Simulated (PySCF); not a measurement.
Fractional electron number in Zr²⁺ (zirconium, charge +2)

The 4d alpha orbital of [Kr] 4d2 is emptied in steps (occupation f), with all orbitals relaxed, ending at [Kr] 4d1. Computed with PySCF 2.14 in def2-SVP with the def2 core potential (28 electrons) (5s3p2d1f, 31 functions), with a scalar-relativistic core potential. The exact energy is a straight line in f; departures are measured from the line between the end points of the same method.

```tsv
f	B3LYP (eV)
1	0.000
0.9	-0.376
0.7	-0.882
0.5	-1.054
0.3	-0.887
0.1	-0.381
0	0.000
```

**Question.** For B3LYP, how does the orbital energy at f = 1 compare with the removal energy?

**Answer.** −ε = 19.309 eV against a total-energy difference of 23.482 eV. By Janak's theorem ε = ∂E/∂f, so the gap between them reflects the curvature. Along the path −ε is 20.126 (f = 0.9), 21.784 (f = 0.7), 23.466 (f = 0.5), 25.163 (f = 0.3), 26.866 (f = 0.1) eV.

Reference removal energy between the ground levels: 23.170 eV (semi-empirical (NIST evaluation); NIST Atomic Spectra Database, ionization energies). The calculation has no spin-orbit coupling.
